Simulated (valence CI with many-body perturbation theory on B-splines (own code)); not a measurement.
Results of a calculation; reference values are marked as such.
# Sensitivity of CI+MBPT for Rb5+

Method: relativistic CI+MBPT: four valence electrons over a frozen Dirac-Fock core [Ar] 3d10, radial functions for each j: 6 s, 6 p, 5 d, 3 f, 1 g, with the one-electron correlation potential Σ1, the two-electron term Σ2, the three-electron term Σ3, Breit, model QED; selected CI, second order for the rest, scaled by the run's own slope (own B-spline code, finite nucleus).

Set against measurement, 13 paired levels are off by 157 cm⁻¹ on average, the worst by 361. These come from a selection out of Sansonetti, J. Phys. Chem. Ref. Data 35, 301 (2006). Levels without a partner in it may be off by more.

The reference run has the lowest level 4s2.4p2 3P_0 and an ionisation energy of 83.6898 eV. Its largest variational space holds 10045 state functions.

Names give the largest LS component (configuration and term), which can be under half, so a name can repeat, a term be missing and a line seem to break the LS rules; names also repeat where a configuration has a term twice.

Changed runs:
A. lowest core n in screening and Σ2 1 → 2
B. shift of the energy in Σ1 (hartree) 0 → -1.35; hole-hole ladder in Σ2 on → off
C. size limit of the variational space 10000 → 6000
D. size limit of the variational space 10000 → 100; second order for the rest on → off (bad on purpose)

Excitation energies of the reference run in cm⁻¹, and shifts in cm⁻¹:

```
                 Level  Reference         A        B     C        D
          4s2.4p2 3P_1       5119      +0.1      -16  -0.1    +1439
          4s2.4p2 3P_2       9894      +0.1      -23  +0.2    +2439
          4s2.4p2 1D_2      23867      +0.1      -27  +0.1    +3058
          4s2.4p2 1S_0      45451      -0.1      -15  +0.2     +442
          4s.4p3 5S°_2     112694      -0.6     -163  -0.1     -499
          4s.4p3 3D°_1     148332      -0.3     -158  +0.1    +1134
          4s.4p3 3D°_2     148470      -0.3     -158  +0.1    +2049
          4s.4p3 3D°_3     150229      -0.3     -165  -0.5    +1587
          4s.4p3 3P°_0     168860      -0.4     -152  -0.2    +1700
          4s.4p3 3P°_1     169401      -0.4     -155  -0.3    +3087
          4s.4p3 3P°_2     170035      -0.3     -160  -0.7    +3487
          4s.4p3 1D°_2     187961      +0.3     -193  -0.2    +3514
Ionisation energy (eV)    83.6898  +0.00011  -0.0982     0  -0.0559
```
